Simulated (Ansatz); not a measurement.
Geometry optimisation, UKS PBE/def2-SVP in Ansatz 0.2.0.

Input:

```yaml
crystal:
  periodic: [false, false, false]
  atoms:
    - { symbol: Ta, position_ang: [0.0, 0.0, 0.0] }
    - { symbol: Cl, position_ang: [2.72, 0.0, 0.0] }
    - { symbol: O, position_ang: [0.0, 0.0, 2.02] }
    - { symbol: H, position_ang: [-0.2547, -0.9174, 2.3571] }
    - { symbol: O, position_ang: [0.0, 0.0, -2.02] }
    - { symbol: H, position_ang: [-0.6343, -0.71, -2.3571] }
    - { symbol: O, position_ang: [-1.01, 1.7493, 0.0] }
    - { symbol: H, position_ang: [-1.4859, 1.8638, 0.8834] }
    - { symbol: O, position_ang: [-1.01, -1.7493, 0.0] }
    - { symbol: H, position_ang: [-1.6563, -1.7655, 0.776] }
    - { symbol: F, position_ang: [4.52, 0.0, 0.0] }
magnetization:
  spin_polarized: true
  initial_magnetization: 1
basis:
  gaussian: { orbitals: def2-SVP }
hamiltonian:
  xc: pbe
relax:
  f_tol: 0.15
  max_steps: 25
  restrain:
    - { distance: [1, 10], at: 2.7, k: 30.0 }
    - { distance: [0, 1], at: 2.47, k: 30.0 }
```

Run as:

```bash
$ ansatz run input.yaml --threads 4 --pin off --max-ram 5120MiB --backend cpu --events-out ev --progress --plain --runs-dir out
```

Problem. Where does it end, and by what steps?

Solution. It converged. The restraints hold the end off the free minimum. After 24 steps the energy has fallen by 2.726 eV (the restraints' own energy left out); H6 moved furthest, 2.37 Å. Parted: Cl2–F11 (1.80 → 2.68 Å).

| step | energy less start (eV) | largest force component (eV/Å) | accepted |
| --- | --- | --- | --- |
| 0 | 0.0000 | 3.356 | yes |
| 1 | -1.0200 | 1.647 | yes |
| 2 | -1.3257 | 0.939 | yes |
| 3 | -1.4472 | 1.195 | yes |
| 4 | -1.5807 | 0.443 | yes |
| 5 | -1.6163 | 0.882 | yes |
| 6 | -1.6499 | 0.725 | yes |
| 7 | -1.6684 | 0.643 | yes |
| 8 | -1.6945 | 0.599 | yes |
| 9 | -1.7300 | 0.580 | yes |
| 10 | -1.7843 | 0.494 | yes |
| 11 | -1.8375 | 0.538 | yes |
| 12 | -1.8847 | 0.629 | yes |
| 13 | -1.9430 | 0.488 | yes |
| 14 | -1.9982 | 0.500 | yes |
| 15 | -2.0470 | 0.519 | yes |
| 16 | -2.1153 | 0.551 | yes |
| 17 | -2.1695 | 0.586 | yes |
| 18 | -2.2733 | 0.636 | yes |
| 19 | -2.3776 | 0.685 | yes |
| 20 | -2.5031 | 0.679 | yes |
| 21 | -2.6564 | 0.517 | yes |
| 22 | -2.6876 | 0.612 | yes |
| 23 | -2.6410 | 1.697 | no |
| 24 | -2.7261 | 0.586 | yes |

```xyz
11
Properties=species:S:1:pos:R:3
Ta -0.201 -0.084 0.098
Cl 2.181 0.051 0.776
O -0.261 -0.226 2.054
H 0.386 -0.315 2.774
O 0.604 -0.164 -1.568
H 1.626 -0.263 -1.807
O -1.199 1.529 -0.082
H -1.760 1.887 0.628
O -1.357 -1.594 -0.120
H -1.864 -1.953 0.631
F 3.033 -0.395 -1.724
```

Run time: 60 s on 4 threads of Intel(R) Xeon(R) 6975P-C (Granite Rapids), with other jobs on the host, peak memory 0.33 GiB.
